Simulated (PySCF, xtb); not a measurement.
CH6O3Sn, SMILES [O]([SnH]([OH])[OH])C.

xtb with GFN2-xTB at its own geometry gives an orbital gap of 4.51 eV and a dipole moment of 1.22 D.

Geometry optimised at B3LYP-D3(BJ)/def2-SVP. The structure was generated by enumeration; whether it is a known compound was not checked. The def2 effective core potentials stand for the cores of Sn; spin–orbit coupling is left out. Other conformers were not sampled.

Question: What does r2SCAN/def2-TZVP run with PySCF give? (The exact figures need the calculation; the answer reports its results.)

Answer: gap 4.80 eV (levels -6.64 and -1.84 eV), dipole 1.20 D.
